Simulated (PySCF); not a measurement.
PySCF input file for SbHF₂, SMILES [F][SbH][F], B3LYP-D3(BJ)/def2-TZVP. Geometry: B3LYP-D3(BJ)/def2-TZVP. The def2 effective core potentials stand for the cores of Sb; spin–orbit coupling is left out.

```python
import numpy as np
from pyscf import gto, scf, dft, df
from pyscf.hessian import thermo

mol = gto.M(
    atom='''
    Sb   -0.03814791   -0.32742059   -0.00000000
    H     1.68059809   -0.52992953   -0.00000000
    F     0.01471918    0.95713221   -1.42424357
    F     0.01471918    0.95713220    1.42424357
    ''',
    basis='def2-TZVP',
    ecp={'Sb': 'def2-tzvp'},
    charge=0,
    spin=0,
    max_memory=1600,
    verbose=3,
)
mf = dft.RKS(mol, xc='b3lyp').density_fit(auxbasis='def2-universal-jkfit')
mf.disp = 'd3bj'
mf.grids.level = 3
mf.conv_tol = 1e-11
mf.max_cycle = 100
mf.kernel()

# [left out here: the lines that compute and print the analytic Hessian (its translational invariance restored by hand, since the grid's response is missing), thermochemistry and intensities]
```

It prints:

```
converged SCF energy = -440.769734684799

WARN: DFTD3 does not support analytical Hessian, using finite difference


WARN: Mole.unit (angstrom) is changed to Bohr

Mode                                 0                   1                   2
Irrep
Freq [cm^-1]                      199.0341            604.7478            619.3680
Reduced mass [au]                  19.2086             18.8078             19.5881
Force const [Dyne/A]                0.4483              4.0526              4.4273
Char temp [K]                     286.3657            870.0974            891.1326
Normal mode                   x     y     z       x     y     z       x     y     z
       0  Sb                 0.00  0.03  0.00   -0.00 -0.00  0.04   -0.00 -0.03 -0.00
       1   H                 0.00  0.06  0.00   -0.00  0.00 -0.09   -0.00  0.07  0.00
       2   F                -0.00 -0.09 -0.12    0.01  0.10 -0.11    0.01  0.11 -0.11
       3   F                -0.00 -0.09  0.12   -0.01 -0.10 -0.11    0.01  0.11  0.11
Mode                                 3                   4                   5
Irrep
Freq [cm^-1]                      647.5070            680.3221           1891.3454
Reduced mass [au]                   1.0607              1.0853              1.0170
Force const [Dyne/A]                0.2620              0.2960              2.1435
Char temp [K]                     931.6184            978.8321           2721.2250
Normal mode                   x     y     z       x     y     z       x     y     z
       0  Sb                -0.00 -0.00  0.00    0.01  0.01 -0.00   -0.01  0.00  0.00
       1   H                 0.00  0.00 -0.97   -0.07 -0.96  0.00    0.99 -0.09  0.00
       2   F                 0.03 -0.02  0.01   -0.03  0.01 -0.02    0.00  0.00 -0.00
       3   F                -0.03  0.02  0.01   -0.03  0.01  0.02    0.00  0.00  0.00
temperature 298.1500 [K]
pressure 101325.00 [Pa]
Rotational constants [GHz] 9.90145 6.31365 4.03831
Symmetry number 1
Zero-point energy (ZPE) 0.01058 [Eh]   27767.266 [J/mol]
                           tot       elec      trans        rot        vib
Entropy [J/mol/K]       290.785      0.000    172.101    103.168     15.516
Cv [J/mol/K]             48.676      0.000     12.472     12.472     23.733
Cp [J/mol/K]             56.991      0.000     20.786     12.472     23.733
Internal energy [J/mol]                      3718.434   3718.434  30725.151
Internal energy [Eh]   -440.75520  -440.76973
Enthalpy [J/mol]                             6197.391   3718.434  30725.151
Enthalpy [Eh]          -440.75426
Gibbs free energy [J/mol]                  -45114.609 -27040.991  26099.167
Gibbs free energy [Eh] -440.78728
mode   freq/cm-1   IR/(km/mol)
   1      199.03         8.132
   2      604.75       110.514
   3      619.37        80.992
   4      647.51         5.496
   5      680.32        27.862
   6     1891.35       238.713
max |gradient| / (hartree/bohr): 6.181566778951122e-05
APT charges: [ 1.4878 -0.2387 -0.6246 -0.6246]
```

Self-consistency was reached.
